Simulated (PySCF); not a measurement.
CH₁₁N₃Si₂, SMILES N[SiH]([Si@@H](N)C)N.

Geometry: B3LYP-D3(BJ)/def2-SVP. The structure was generated by enumeration; whether it is a known compound was not checked. The values are those of a single conformer.

These are SMD-ωB97X/6-31G* (PySCF) values and carry that method's errors.

Solvation free energies are E(SMD) − E(gas) at the gas-phase geometry, for 1 M in both phases. In vacuum the dipole moment is 1.60 D.

| solvent | ΔG(solv) (kcal/mol) | its non-electrostatic (CDS) part | dipole (D) |
|---|---|---|---|
| water | (withheld) | (withheld) | (withheld) |
| methanol | -6.9 | 2.1 | 2.18 |
| dimethylsulfoxide | -5.0 | 4.1 | 2.19 |

**Question.** What belongs in the gaps? (Estimate from the structure and the level; the computed values follow.)

**Answer.** 
- water, ΔG(solv) (kcal/mol): -3.1
- water, its non-electrostatic (CDS) part: 6.2
- water, dipole (D): 2.20
